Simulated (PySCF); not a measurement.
# Electron correlation in Nb(2+) (niobium, charge +2)

[Kr] 4d2 5s1, high-spin 4F determinant (an excited configuration). Calculation: PySCF 2.14, in x2c-QZVPPall (13s8p7d3f2g, 111 functions); scalar relativity by spin-free X2C-1e. Frozen: [Kr]; 3 electrons correlated.

| level | correlation energy (mhartree) |
| --- | --- |
| CCSD | -16.55 |
| (T) | -0.12 |
| CCSD(T) | -16.67 |

Diagnostics: T1 = 0.0033, D1 = 0.0076, largest double amplitude 0.026.

Cost of the coupled-cluster step: of the order of 18 core-seconds, for 3 correlated electrons.
